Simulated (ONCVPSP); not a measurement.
## What one change does to a pseudopotential (B (Z = 5), ONCV)

boron (B), optimised norm-conserving Vanderbilt (ONCV), made with ONCVPSP 4.0.1 (LDA (Perdew-Zunger), scalar-relativistic). Core [He], reference 2s2 2p1. Waves: 2s: rc 1.30 bohr, ncon 4, nbas 8, qcut 4.8 1/bohr, 3 projectors, debl 1.9 Ha; 2p: rc 2.10 bohr, ncon 3, nbas 6, qcut 5.5 1/bohr, 2 projectors, debl 3.7 Ha. Local part: polynomial inside 1.15 bohr (lpopt 1, dvloc0 2 Ha). Core correction: polynomial model core, fcfact 0.7.

Change: p: rc 1.84.

Cutoffs: the cutoffs (Ha) at which the residual kinetic energy of the hardest occupied pseudo-wave falls to 1 and 0.1 mHa per electron; they do not see the model core or the augmentation charge, which bear on the density cutoff. Errors are all-electron minus pseudo energies relative to the spin-unpolarised reference configuration.

Question: How do hardness, ghosts and transferability respond?

Answer: The potential gets neither clearly harder nor softer (11 Ha and 49 Ha → 11 Ha and 49 Ha); both files keep a bound ghost (s); of the 4 tests that both files solve, the error grows in 0 and shrinks in 4 by more than 15 % and 0.3 meV (median size 16.0 → 9.5 meV). Less of the atom is replaced, so other configurations are described better.

| quantity | base | changed |
| --- | --- | --- |
| cutoff, loose | 11 Ha | 11 Ha |
| cutoff, tight | 49 Ha | 49 Ha |
| loose cutoff by channel | s 11 Ha, p 10.0 Ha | s 11 Ha, p 11 Ha |
| bound ghosts | s | s |
| GHOST(+) flags under 300 eV | none | none |
| error for 2s2 2p0, meV [ΔE 8.33 eV] | +25 | +17 |
| error for 2s1 2p0, meV [ΔE 33.63 eV] | +93 | +68 |
| error for 2s2 2p0.5, meV [ΔE 2.94 eV] | +3.4 | +2.1 |
| error for 2s1 2p1, meV [ΔE 14.28 eV] | -6.7 | -2.2 |
| s: phases at 1.32 bohr within 0.05 rad from the reference energy up to (Ha; the scan ends near 5) | to the end of the scan | to the end of the scan |
| rms error of d²Exc/dni dnj with the model core, mHa | 0.93 | 0.85 |

 A true bound ghost makes a file unfit for plane-wave use even where its test errors are small: the radial tests pick states by their node count and pass the ghost by.
